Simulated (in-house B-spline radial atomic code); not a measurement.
Orbital energies and mean radii along the 30-electron series, configuration [Ar] 3d10 4s2. The effective charge is n√(-2ε), a non-relativistic measure. Computed with an all-electron radial atomic-structure program (B-spline basis): Dirac-Hartree-Fock, average of the configuration, finite nuclei.

```json
{"ion": "Tb35+", "Z": "65", "energy of 2p3/2 (Eh)": "-331.18", "mean radius of 2p3/2 (bohr)": "0.082689", "energy of 3s1/2 (Eh)": "-123.17", "mean radius of 3s1/2 (bohr)": "0.23413", "energy of 4s1/2 (Eh)": "-57.348", "mean radius of 4s1/2 (bohr)": "0.4768", "energy of 3p3/2 (Eh)": "-109.92", "mean radius of 3p3/2 (bohr)": "0.23614", "effective charge of 2p3/2": "51.473"}
{"ion": "Dy36+", "Z": "66", "energy of 2p3/2 (Eh)": "-344.18", "mean radius of 2p3/2 (bohr)": "0.081283", "energy of 3s1/2 (Eh)": "-128.96", "mean radius of 3s1/2 (bohr)": "0.22937", "energy of 4s1/2 (Eh)": "-60.275", "mean radius of 4s1/2 (bohr)": "0.46608", "energy of 3p3/2 (Eh)": "-115.05", "mean radius of 3p3/2 (bohr)": "0.23154", "effective charge of 2p3/2": "52.473"}
{"ion": "Ho37+", "Z": "67", "energy of 2p3/2 (Eh)": "-357.44", "mean radius of 2p3/2 (bohr)": "0.079922", "energy of 3s1/2 (Eh)": "-134.89", "mean radius of 3s1/2 (bohr)": "0.22477", "energy of 4s1/2 (Eh)": "-63.28", "mean radius of 4s1/2 (bohr)": "0.45578", "energy of 3p3/2 (Eh)": "-120.31", "mean radius of 3p3/2 (bohr)": "0.2271", "effective charge of 2p3/2": "53.474"}
{"ion": "Er38+", "Z": "68", "energy of 2p3/2 (Eh)": "-370.96", "mean radius of 2p3/2 (bohr)": "0.078602", "energy of 3s1/2 (Eh)": "-140.98", "mean radius of 3s1/2 (bohr)": "0.22032", "energy of 4s1/2 (Eh)": "-66.363", "mean radius of 4s1/2 (bohr)": "0.44588", "energy of 3p3/2 (Eh)": "-125.67", "mean radius of 3p3/2 (bohr)": "0.22283", "effective charge of 2p3/2": "54.476"}
{"ion": "Tm39+", "Z": "69", "energy of 2p3/2 (Eh)": "-384.74", "mean radius of 2p3/2 (bohr)": "0.077323", "energy of 3s1/2 (Eh)": "-147.22", "mean radius of 3s1/2 (bohr)": "0.21602", "energy of 4s1/2 (Eh)": "-69.524", "mean radius of 4s1/2 (bohr)": "0.43637", "energy of 3p3/2 (Eh)": "-131.16", "mean radius of 3p3/2 (bohr)": "0.2187", "effective charge of 2p3/2": "55.479"}
{"ion": "Yb40+", "Z": "70", "energy of 2p3/2 (Eh)": "-398.79", "mean radius of 2p3/2 (bohr)": "0.076083", "energy of 3s1/2 (Eh)": "-153.61", "mean radius of 3s1/2 (bohr)": "0.21185", "energy of 4s1/2 (Eh)": "-72.766", "mean radius of 4s1/2 (bohr)": "0.42721", "energy of 3p3/2 (Eh)": "-136.77", "mean radius of 3p3/2 (bohr)": "0.21472", "effective charge of 2p3/2": "56.483"}
{"ion": "Lu41+", "Z": "71", "energy of 2p3/2 (Eh)": "-413.09", "mean radius of 2p3/2 (bohr)": "0.074879", "energy of 3s1/2 (Eh)": "-160.16", "mean radius of 3s1/2 (bohr)": "0.20781", "energy of 4s1/2 (Eh)": "-76.087", "mean radius of 4s1/2 (bohr)": "0.41838", "energy of 3p3/2 (Eh)": "-142.5", "mean radius of 3p3/2 (bohr)": "0.21087", "effective charge of 2p3/2": "57.487"}
{"ion": "Hf42+", "Z": "72", "energy of 2p3/2 (Eh)": "-427.66", "mean radius of 2p3/2 (bohr)": "0.073709", "energy of 3s1/2 (Eh)": "-166.87", "mean radius of 3s1/2 (bohr)": "0.20389", "energy of 4s1/2 (Eh)": "-79.49", "mean radius of 4s1/2 (bohr)": "0.40987", "energy of 3p3/2 (Eh)": "-148.34", "mean radius of 3p3/2 (bohr)": "0.20715", "effective charge of 2p3/2": "58.492"}
{"ion": "Ta43+", "Z": "73", "energy of 2p3/2 (Eh)": "-442.49", "mean radius of 2p3/2 (bohr)": "0.072574", "energy of 3s1/2 (Eh)": "-173.73", "mean radius of 3s1/2 (bohr)": "0.20009", "energy of 4s1/2 (Eh)": "-82.975", "mean radius of 4s1/2 (bohr)": "0.40166", "energy of 3p3/2 (Eh)": "-154.31", "mean radius of 3p3/2 (bohr)": "0.20355", "effective charge of 2p3/2": "59.497"}
{"ion": "W44+", "Z": "74", "energy of 2p3/2 (Eh)": "-457.59", "mean radius of 2p3/2 (bohr)": "0.071471", "energy of 3s1/2 (Eh)": "-180.77", "mean radius of 3s1/2 (bohr)": "0.1964", "energy of 4s1/2 (Eh)": "-86.543", "mean radius of 4s1/2 (bohr)": "0.39373", "energy of 3p3/2 (Eh)": "-160.39", "mean radius of 3p3/2 (bohr)": "0.20007", "effective charge of 2p3/2": "60.504"}
{"ion": "Re45+", "Z": "75", "energy of 2p3/2 (Eh)": "-472.95", "mean radius of 2p3/2 (bohr)": "0.070398", "energy of 3s1/2 (Eh)": "-187.96", "mean radius of 3s1/2 (bohr)": "0.19282", "energy of 4s1/2 (Eh)": "-90.194", "mean radius of 4s1/2 (bohr)": "0.38607", "energy of 3p3/2 (Eh)": "-166.6", "mean radius of 3p3/2 (bohr)": "0.1967", "effective charge of 2p3/2": "61.511"}
{"ion": "Os46+", "Z": "76", "energy of 2p3/2 (Eh)": "-488.57", "mean radius of 2p3/2 (bohr)": "0.069354", "energy of 3s1/2 (Eh)": "-195.33", "mean radius of 3s1/2 (bohr)": "0.18934", "energy of 4s1/2 (Eh)": "-93.93", "mean radius of 4s1/2 (bohr)": "0.37865", "energy of 3p3/2 (Eh)": "-172.93", "mean radius of 3p3/2 (bohr)": "0.19343", "effective charge of 2p3/2": "62.518"}
{"ion": "Ir47+", "Z": "77", "energy of 2p3/2 (Eh)": "-504.46", "mean radius of 2p3/2 (bohr)": "0.068339", "energy of 3s1/2 (Eh)": "-202.86", "mean radius of 3s1/2 (bohr)": "0.18595", "energy of 4s1/2 (Eh)": "-97.752", "mean radius of 4s1/2 (bohr)": "0.37148", "energy of 3p3/2 (Eh)": "-179.38", "mean radius of 3p3/2 (bohr)": "0.19026", "effective charge of 2p3/2": "63.527"}
{"ion": "Pt48+", "Z": "78", "energy of 2p3/2 (Eh)": "-520.61", "mean radius of 2p3/2 (bohr)": "0.067351", "energy of 3s1/2 (Eh)": "-210.57", "mean radius of 3s1/2 (bohr)": "0.18266", "energy of 4s1/2 (Eh)": "-101.66", "mean radius of 4s1/2 (bohr)": "0.36453", "energy of 3p3/2 (Eh)": "-185.95", "mean radius of 3p3/2 (bohr)": "0.18719", "effective charge of 2p3/2": "64.536"}
{"ion": "Au49+", "Z": "79", "energy of 2p3/2 (Eh)": "-537.03", "mean radius of 2p3/2 (bohr)": "0.066389", "energy of 3s1/2 (Eh)": "-218.45", "mean radius of 3s1/2 (bohr)": "0.17945", "energy of 4s1/2 (Eh)": "-105.66", "mean radius of 4s1/2 (bohr)": "0.35779", "energy of 3p3/2 (Eh)": "-192.64", "mean radius of 3p3/2 (bohr)": "0.18421", "effective charge of 2p3/2": "65.546"}
{"ion": "Hg50+", "Z": "80", "energy of 2p3/2 (Eh)": "-553.72", "mean radius of 2p3/2 (bohr)": "0.065452", "energy of 3s1/2 (Eh)": "-226.51", "mean radius of 3s1/2 (bohr)": "0.17632", "energy of 4s1/2 (Eh)": "-109.74", "mean radius of 4s1/2 (bohr)": "0.35126", "energy of 3p3/2 (Eh)": "-199.45", "mean radius of 3p3/2 (bohr)": "0.18132", "effective charge of 2p3/2": "66.556"}
{"ion": "Tl51+", "Z": "81", "energy of 2p3/2 (Eh)": "-570.67", "mean radius of 2p3/2 (bohr)": "0.064538", "energy of 3s1/2 (Eh)": "-234.75", "mean radius of 3s1/2 (bohr)": "0.17328", "energy of 4s1/2 (Eh)": "-113.92", "mean radius of 4s1/2 (bohr)": "0.34492", "energy of 3p3/2 (Eh)": "-206.39", "mean radius of 3p3/2 (bohr)": "0.1785", "effective charge of 2p3/2": "67.568"}
{"ion": "Pb52+", "Z": "82", "energy of 2p3/2 (Eh)": "-587.89", "mean radius of 2p3/2 (bohr)": "0.063648", "energy of 3s1/2 (Eh)": "-243.17", "mean radius of 3s1/2 (bohr)": "0.17031", "energy of 4s1/2 (Eh)": "-118.18", "mean radius of 4s1/2 (bohr)": "0.33877", "energy of 3p3/2 (Eh)": "-213.45", "mean radius of 3p3/2 (bohr)": "0.17577", "effective charge of 2p3/2": "68.58"}
```

Q: How does the screening of 2p3/2 change?

A: Z less the effective charge goes from 13.53 at Z = 65 to 13.42 at Z = 82.
